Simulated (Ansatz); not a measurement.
Start from `[CH3][W](=[O])(=[O])[OH]` and change one element to get `[CH3][Mo](=[O])(=[O])[OH]`.

Ansatz, PBE0-D4/def2-TZVP geometries, multiplicity 1. Each molecule was computed in one conformer, which needn't be the lowest.

Elements past krypton have def2 core potentials.

```json
{"property": "size of the dipole moment (PBE/def2-TZVPP) / D", "`[CH3][W](=[O])(=[O])[OH]`": "3.51"}
{"property": "HOMO–LUMO gap (PBE/def2-TZVPP) / eV", "`[CH3][W](=[O])(=[O])[OH]`": "4.55"}
{"property": "HOMO–LUMO gap (PBE0/def2-TZVPP) / eV", "`[CH3][W](=[O])(=[O])[OH]`": "6.96"}
{"property": "size of the dipole moment (ωB97M-V/def2-TZVPP) / D", "`[CH3][W](=[O])(=[O])[OH]`": "3.70"}
{"property": "LUMO energy (ωB97M-V/def2-TZVPP) / eV", "`[CH3][W](=[O])(=[O])[OH]`": "0.26"}
{"property": "size of the dipole moment (B3LYP/def2-TZVPP) / D", "`[CH3][W](=[O])(=[O])[OH]`": "3.68"}
```

Q: What does the change do to each property? (Best estimate.)

A: The calculation gave: 
```tsv
property	`[CH3][Mo](=[O])(=[O])[OH]`	shift
size of the dipole moment (PBE/def2-TZVPP) / D	3.07	-0.44
HOMO–LUMO gap (PBE/def2-TZVPP) / eV	4.24	-0.31
HOMO–LUMO gap (PBE0/def2-TZVPP) / eV	6.57	-0.39
size of the dipole moment (ωB97M-V/def2-TZVPP) / D	3.19	-0.51
LUMO energy (ωB97M-V/def2-TZVPP) / eV	-0.23	-0.49
size of the dipole moment (B3LYP/def2-TZVPP) / D	3.20	-0.48
```

With PBE0 the HOMO falls by 0.13 eV and the LUMO falls by 0.52 eV, so the gap narrows by about 0.39 eV. PBE moves the HOMO by -0.18 eV and ωB97M-V by -0.05 eV. Dipoles are sizes alone; their direction can turn.

B3LYP here is the variant with VWN-RPA as its local correlation; programs differ in this.
